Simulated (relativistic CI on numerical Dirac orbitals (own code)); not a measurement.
**Rh²⁴⁺: q coefficients and field-shift factors**

Calculated at this level of theory: Dirac-Coulomb-Breit CI, separate exchange-only KLI orbitals for each configuration, derivatives by finite differences, unscaled Slater integrals, QED left out (own radial code, finite nucleus).

Configuration list (outside the closed core [Ne]): 3s2 3p6 3d3, 3s2 3p5 3d4, 3s 3p6 3d4, 3p6 3d5, 3s2 3p6 3d2 4s, 3s2 3p6 3d2 4p, 3s2 3p6 3d2 4d, 3s2 3p6 3d2 4f. Levels of other configurations are missing.

With x = (α/α₀)² − 1 an excitation energy changes as ω = ω₀ + qx; K = 2q/ω₀ is the relative enhancement. Terms are leading LS components, so labels can repeat. The field-shift factor is F = δν/δ⟨r²⟩ for the transition from the lowest level.

Lowest level 3s2 3p6 3d3 4F_3/2.

```csv
Level,ω₀ (cm⁻¹),q (cm⁻¹),F (GHz/fm²)
3s2 3p6 3d3 4F_5/2,26208,35130,0.227
3s2 3p6 3d3 4F_7/2,48135,52660,0.348
3s2 3p6 3d3 4F_9/2,63710,53600,0.371
3s2 3p6 3d3 4P_3/2,73398,19570,0.105
3s2 3p6 3d3 4P_1/2,83520,31600,0.157
3s2 3p6 3d3 2G_7/2,105768,60140,0.424
3s2 3p6 3d3 2H_9/2,110100,63220,0.51
3s2 3p6 3d3 4P_5/2,117025,65590,0.359
3s2 3p6 3d3 2D_3/2,131675,72940,0.42
3s2 3p6 3d3 2P_1/2,140875,76050,0.514
3s2 3p6 3d3 2H_11/2,149364,75850,0.657
3s2 3p6 3d3 2D_5/2,161652,85820,0.464
3s2 3p6 3d3 2G_9/2,168208,113900,0.817
3s2 3p6 3d3 2P_3/2,190377,119300,0.801
3s2 3p6 3d3 2F_5/2,198015,59750,0.437
3s2 3p6 3d3 2F_7/2,198395,70470,0.503
3s2 3p6 3d3 2D_3/2,296926,83670,0.687
3s2 3p6 3d3 2D_5/2,298422,97730,0.821
3s2 3p5 3d4 6D°_5/2,1109671,83580,2.27
3s2 3p5 3d4 6D°_3/2,1111568,65620,2.04
3s2 3p5 3d4 6D°_7/2,1113544,97060,2.45
3s2 3p5 3d4 6D°_9/2,1123152,107600,2.56
3s2 3p5 3d4 6D°_1/2,1134609,102000,1.86
```

At this charge energies of transitions that change n are usually good to better than 1 %, and those within a shell (Δn = 0) to a few per cent. Terms inside the open d or f shell come out 10 to 20 % too wide with unscaled integrals.

**Question.** Which transition from the lowest level has the largest |K|?

**Answer.** 3s2 3p6 3d3 4F_5/2 at 26208 cm⁻¹, K = 2.68.
